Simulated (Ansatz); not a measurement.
The same path of C₃H₁₂BNSi (18 atoms, charge 0, multiplicity 1) was run 3 times with different band settings. The coordinate that changes most is the height of N4 over the plane of its neighbours.

Level of theory: RKS B3LYP/6-31G* in Ansatz 0.2.0.

Relaxed end points:

```xyz
18
Properties=species:S:1:pos:R:3
C 0.578 -2.094 -0.228
C 1.274 -0.827 -0.762
B 0.595 0.550 -0.339
N 1.390 1.554 0.242
C -0.955 0.831 -0.560
Si -1.942 0.790 1.051
H 1.065 -3.007 -0.591
H -0.472 -2.139 -0.540
H 0.592 -2.128 0.868
H 2.335 -0.848 -0.473
H 1.270 -0.870 -1.864
H 2.377 1.434 0.427
H 1.039 2.461 0.520
H -1.114 1.829 -0.995
H -1.403 0.108 -1.254
H -1.710 -0.469 1.812
H -1.547 1.927 1.932
H -3.409 0.907 0.806
```

```xyz
18
Properties=species:S:1:pos:R:3
C 0.577 -2.095 -0.223
C 1.273 -0.828 -0.758
B 0.594 0.551 -0.341
N 1.391 1.557 0.234
C -0.955 0.832 -0.562
Si -1.941 0.789 1.050
H 1.064 -3.008 -0.587
H -0.474 -2.139 -0.535
H 0.591 -2.129 0.873
H 2.334 -0.848 -0.466
H 1.271 -0.872 -1.860
H 1.042 2.467 0.508
H 2.378 1.438 0.419
H -1.114 1.830 -0.995
H -1.404 0.109 -1.256
H -1.711 -0.471 1.810
H -1.546 1.924 1.934
H -3.408 0.905 0.807
```

Common settings: spring 5.0 eV/Å²; optimiser quadratic models (default); start path IDPP; end points relaxed.

| run | movable images | climbing image | force threshold | iteration limit |
| --- | --- | --- | --- | --- |
| 1 | 5 | yes | 0.03 eV/Å | 55 |
| 2 | 5 | yes | 0.5 eV/Å | 53 |
| 3 | 6 | no | 0.03 eV/Å | 41 |

(1) What does each run give, and how far can it be trusted?

## Answers

(1) Run 1: converged after 25 iterations, highest image 1.071 eV above the first end. A vibrational analysis at the climbing image gives one clearly imaginary mode, 524i cm⁻¹: a first-order saddle point.
Run 2: converged after 3 iterations, highest image 1.308 eV above the first end. The threshold of 0.5 eV/Å is loose, so the images may lie well off the minimum-energy path. The order of the stationary point at the top wasn't checked.
Run 3: converged after 34 iterations, highest image 0.778 eV above the first end. No image climbed, so the highest image needn't sit at the top of the path.
